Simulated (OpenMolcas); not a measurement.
Computed levels of neutral phosphorus

| Item | Value |
| --- | --- |
| Program | OpenMolcas 26.06 |
| Method | RASSCF |
| Basis | ANO-RCC-VQZP [6s5p3d2f1g] |
| Scalar Hamiltonian | DKH2, point nucleus |
| Active space | 3 electrons in 9 orbitals (RAS2 3p; RAS3 3d 4s, at most 1 electron) |
| State averaging | 2S+1 = 4 odd, 1 root; 2S+1 = 2 odd, 8 roots; 2S+1 = 4 even, 15 roots; 2S+1 = 2 even, 18 roots |
| Spin-orbit coupling | RASSI with atomic mean-field integrals over the reference wave functions, term energies averaged over their components |

With spin-orbit coupling, above the lowest level:

```
Configuration  Term    J  E (cm⁻¹)  Measured (cm⁻¹)      g  Term weight %
      3s² 3p³   ⁴S°  3/2       0.0              0.0  2.002            100
      3s² 3p³   ²D°  3/2     15351            11361  0.800            100
      3s² 3p³   ²D°  5/2     15357            11377  1.200            100
      3s² 3p³   ²P°  1/2     25381            18723  0.666            100
      3s² 3p³   ²P°  3/2     25389            18748  1.334            100
   3s² 3p² 4s    ⁴P  1/2     62816            55939  2.670            100
   3s² 3p² 4s    ⁴P  3/2     62941            56091  1.735            100
   3s² 3p² 4s    ⁴P  5/2     63151            56340  1.601            100
   3s² 3p² 4s    ²P  1/2     67854            57877  0.666            100
   3s² 3p² 4s    ²P  3/2     68095            58174  1.334            100
```

Against the 9 measured excited levels shown (NIST Handbook of Basic Atomic Spectroscopic Data) the mean absolute deviation is 6900 cm-1; the largest miss in energy is 3s² 3p² 4s ²P_1/2: computed 67854, measured 57877 cm⁻¹ (+17.2 %), and the largest in proportion 3s² 3p³ ²P°_1/2 (+35.6 %).

Spin-orbit coupling puts the lowest level 2.1 cm⁻¹ below the lowest spin-free term.

Without dynamic correlation excited terms often stand tens of per cent too high (terms of higher spin than the ground term too low), and those without a measured partner can miss by more than the paired ones. ANO sets are built for valence states and can reach diffuse excited orbitals poorly, and with the s shell closed the s pⁿ⁺¹ terms that mix with these levels are absent. With the s shell closed, the reference lacks s² → p² mixing. Computed and measured levels are paired by configuration, term and J; levels that our copy of the source lacks, or whose pairing is in doubt (as where it misses far off the trend of its configuration), stay unpaired and out of the deviations. Levels of configurations outside the active space are missing. The first state left out of the spin-orbit step lies near 89000 cm-1 above the lowest spin-free state of the reference (among the parities and spins computed), and the list stops at four fifths of that energy or lower.

The term weight is that of the spin-free term in the level, not the purity of its configuration. ° marks odd parity.
